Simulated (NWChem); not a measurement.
# C₂H₆BeFN; SMILES C[N]([Be][F])C

```xyz
11

Be    -0.0001     1.0721     0.0000
F     -0.0002     2.4599     0.0000
N      0.0002    -0.4335     0.0000
C      0.0000    -1.2375    -1.2104
C      0.0000    -1.2375     1.2104
H     -0.8881    -1.8891    -1.2691
H      0.8868    -1.8909    -1.2680
H      0.0012    -0.5999    -2.1023
H      0.8868    -1.8909     1.2680
H     -0.8881    -1.8891     1.2691
H      0.0012    -0.5999     2.1023
```
Atoms are numbered in this order, from 1.

Level: B3LYP/6-31G* (spherical d) (NWChem), optimised geometry, unscaled harmonic frequencies. 

```csv
frequency (cm⁻¹),IR intensity (km/mol)
100,3.7
146,0.0
239,0.0
255,1.6
344,0.1
352,75.7
419,67.9
606,1.2
1001,18.0
1103,8.9
1131,0.0
1189,0.8
1206,80.6
1275,19.1
1479,6.8
1502,107.2
1504,0.0
1511,6.9
1531,95.6
1538,14.1
1596,237.5
2975,64.7
2983,110.9
3008,127.9
3015,0.0
3093,36.9
3094,36.3
```

```json
{
 "zero_point_energy": "54.6 kcal/mol",
 "thermal correction to the enthalpy at 298.15 K (with zero-point energy)": "59.3 kcal/mol",
 "heat capacity Cv": "20.9 cal/(mol K)",
 "entropy at 298.15 K and 1 atm (symmetry number 2)": "77.2 cal/(mol K)",
 "dipole_moment": "1.69 D"
}
```

Rigid rotor and harmonic oscillator.
